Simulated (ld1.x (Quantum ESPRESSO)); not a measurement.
Before and after: TM potential for palladium (Pd)

ld1.x (Quantum ESPRESSO) 7.5 input, shortened:

```
&input
   title='Pd', zed=46., rel=1, dft='PBE', iswitch=3,
   config='[Kr] 4d10 5s0 5p0'
 /
 &inputp
   pseudotype=2, tm=.true., lloc=1,
   nlcc=.true., rcore=0.60
 /
3
5S  1  0   0.00   0.00  2.65  2.65  0.0
4D  3  2  10.00   0.00  1.20  1.20  0.0
5P  2  1   0.00   0.00  3.30  3.30  0.0
 &test
   configts(1)='4d10 5s0 5p0'
 /
```

All-electron outer shells of the reference configuration (PBE, scalar-relativistic, ld1.x):

```csv
shell,level (eV),outermost node (bohr),outermost maximum (bohr)
4s,-85.33,0.45,0.85
4p,-51.20,0.46,0.91
4d,-4.05,0.45,1.10
5s,-3.32,1.15,2.67
5p,-0.31,1.32,4.52
```

Change: all radii but the core radius scaled by about 1.18 (s 3.12, p 3.88, d 1.42 bohr).

Cutoffs: the cutoffs (Ry, on a coarse ladder) from which the occupation-weighted sum of valence levels, in a spherical-Bessel basis at the reference potential, stays within 10 and 1 mRy of its value at 400 Ry; they do not see the model core or the augmentation charge, which bear on the density cutoff. Errors are all-electron minus pseudo energies relative to the spin-unpolarised reference configuration.

Q: What does the change do?

A: The potential gets neither clearly harder nor softer (70 Ry and 90 Ry → 70 Ry and 90 Ry); of the 7 tests that both files solve, the error grows in 0 and shrinks in 2 by more than 15 % and 0.3 meV (median size 474.1 → 149.2 meV); neither file shows a bound ghost at the reference potential, the only one tested.

| quantity | base | changed |
| --- | --- | --- |
| cutoff, loose | 70 Ry | 70 Ry |
| cutoff, tight | 90 Ry | 90 Ry |
| bound ghosts | none | none |
| error for 4d9 5s0 5p0, meV [ΔE 9.12 eV] | -112 | -119 |
| error for 4d8 5s0 5p0, meV [ΔE 29.93 eV] | -642 | -674 |
| error for 4d7 5s0 5p0, meV [ΔE 64.29 eV] | -1802 | -1867 |
| error for 4d9.5 5s0 5p0, meV [ΔE 3.23 eV] | -21 | -23 |
| error for 4d8 5s1 5p0, meV [ΔE 13.64 eV] | -474 | -149 |
| error for 4d9 5s1 5p0, meV [ΔE 1.50 eV] | -114 | -76 |
| error for 4d6 5s0 5p0, meV [ΔE 113.64 eV] | -3681 | -3773 |

Changed file: These tests converged, but a pseudo level misses the all-electron one widely, so the file describes the atom poorly there or has found another state: 4d7 5s0 5p0: empty 5s by 3.8 eV; 4d6 5s0 5p0: empty 5s by 8.2 eV.
